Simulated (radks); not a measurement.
Question: All-electron atom: the rhodium ion Rh3+ in [Kr] 4d6 (the NIST ground configuration). All-electron calculation, non-relativistic Kohn-Sham, PBEsol, spin-polarised, spherical densities, point nucleus; open shells are filled with parallel spins first (spin-orbit coupling, left out, can overturn this in heavy ions); relativity is left out, which matters for an element this heavy. Program: a radial shooting solver on a logarithmic mesh with Libxc functionals. Some entries of the table are withheld. Estimate them.

orbital,occ.,eigenvalue (eV),<1/r> (bohr^-1),<r^2> (bohr^2)
1s up,1,-22396.36,44.46,0.001534
1s down,1,-22396.36,44.46,0.001534
2s up,1,-3217.296,10.08,0.02550
2s down,1,-3216.551,10.08,0.02550
2p up,3,-2985.808,10.08,0.01933
2p down,3,-2985.254,10.08,0.01932
3s up,1,-602.4902,3.551,0.1860
3s down,1,-602.0858,3.551,0.1858
3p up,3,-510.8835,3.466,0.1822
3p down,3,-510.4232,3.466,0.1820
3d up,5,-341.9957,3.305,0.1635
3d down,5,-341.3147,3.305,0.1633
4s up,1,-114.0675,(1),(2)
4s down,1,-110.9261,(3),(4)
4p up,3,-85.9656,1.251,1.322
4p down,3,-82.7428,1.256,1.319
4d up,5,-41.2701,(5),2.142
4d down,1,-38.0664,(6),2.201

Answer: 
(1) 4s up <1/r> (bohr^-1): 1.361
(2) 4s up <r^2> (bohr^2): 1.135
(3) 4s down <1/r> (bohr^-1): 1.366
(4) 4s down <r^2> (bohr^2): 1.130
(5) 4d up <1/r> (bohr^-1): 0.9774
(6) 4d down <1/r> (bohr^-1): 0.9718
